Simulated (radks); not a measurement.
Spherical quantum dot in the effective-mass picture: electrons in a hard-walled sphere of radius 8.62, with a point charge +1 (a donor) at the centre, all in effective atomic units (hartree* = m*/eps^2 hartree, bohr* = eps/m* bohr), one dielectric constant everywhere. Method: non-relativistic Kohn-Sham, exchange-only LDA, spin-polarised, spherical densities; computed with a radial shooting solver with Libxc functionals. Levels are named by radial order and angular momentum (1s, 1p, 1d, 2s, ...), and open shells are averaged over m.

N = 10, configuration 1s2 1p6 1d(up 1, down 0) 2s(up 1, down 0). This is the lowest configuration that the search found. Occupied and some empty levels:

| level | occupation | eigenvalue (hartree*) | <r> (bohr*) |
|---|---|---|---|
| 1s up | 1 | 1.3032 | 3.226 |
| 1s down | 1 | 1.3506 | 5.648 |
| 1p up | 3 | 1.3739 | 6.005 |
| 2s up | 1 | 1.3762 | 4.464 |
| 1p down | 3 | 1.3885 | 6.018 |
| 1d up | 1 | 1.4353 | 6.212 |
| 1d down | 0 | 1.4495 | 6.209 |
| 1f up | 0 | 1.5187 | 6.372 |
| 2s down | 0 | 1.5235 | 2.920 |
| 1f down | 0 | 1.5331 | 6.369 |
| 1g up | 0 | 1.6227 | 6.507 |
| 1g down | 0 | 1.6372 | 6.505 |
| 2p up | 0 | 1.6799 | 4.223 |
| 2p down | 0 | 1.7123 | 4.457 |

Energy (hartree*): total 6.15224, kinetic 2.0127, external -2.5428, Hartree 8.0590, exchange-correlation -1.3766.
